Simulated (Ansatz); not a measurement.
Computed with Ansatz on PBE0-D4/def2-TZVP structures; ΔE is electronic, products minus reactants. CBS: MP2 limit from def2 TZ/QZ plus the TZ coupled-cluster correction, frozen cores. Functionals use def2-TZVPP. B3LYP here is the variant with VWN-RPA as its local correlation; programs differ in this. def2 core potentials past Kr. For Nb outer-core shells are correlated without core-valence functions, which leaves a few kJ/mol of doubt a bond. Each species was taken in one conformer, which may not be the lowest.

`[NH2][Nb](=[O])([OH])[OH]` + `COc1ccc(C(=O)Cl)cc1` → `[NH2][Nb](=[O])([OH])[Cl]` + `COc1ccc(C(=O)O)cc1`  (formal exchange of groups at the Nb–O bond)

```tsv
level	ΔE (eV)
revPBE-D4	-0.80
B3LYP-D4	-0.88
r2SCAN0-D4	-1.00
CAM-B3LYP-D4	-0.94
revPBE	-0.83
BHLYP	-1.04
HF/def2-TZVPP	-1.19
MP2/def2-TZVPP	-0.97
```

Q: What does CCSD(T)/CBS give? (An estimate is asked.)

A: The calculation gave: -0.93 eV. The listed levels differ from it by 0.13, 0.05, -0.07, -0.01, 0.10, -0.11, -0.26, -0.04 eV.

Largest T1 diagnostic among the species: 0.022, so the coupled-cluster value is less sure than usual.

At CCSD(T), def2-SVP lies −0.17 eV from the extrapolated value and def2-TZVPP −0.03 eV. From PBE to PBE0 (25 % exact exchange), in def2-TZVPP and without D4, ΔE moves by −0.13 eV. Leaving LDA and LC-ωPBE aside and taking each functional with its dispersion term where it has one, the values, not all of them listed here, spread over 0.28 eV, from PBE-QIDH to BLYP-D4. LDA lies −0.06 eV from PBE without D4.
